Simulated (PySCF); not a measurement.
C4H5FSi, SMILES C#C/C=C\[SiH2]F.

The structure is a stationary point at ωB97X-D3(BJ)/def2-SVP. The structure was generated by enumeration; whether it is a known compound was not checked. The values are those of a single conformer.

These are PySCF with PBE/def2-TZVP values and carry that method's errors.

Gas-phase values at a fixed geometry.

Computed frontier levels, gap, dipole moment and polarisability:
```json
{
 "highest_occupied_level": "-6.50 eV",
 "lowest_empty_level": "-2.54 eV",
 "orbital_gap": "3.97 eV",
 "dipole_moment": "1.78 D",
 "quadrupole, principal values (traceless, Buckingham form, about the centre of nuclear charge)": "-5.74, -3.58, 9.32 D·Å",
 "mean_static_polarisability": "72.3 bohr³ (10.71 Å³)",
 "polarisability_principal_values": "49.1, 70.2, 97.5 bohr³"
}
```
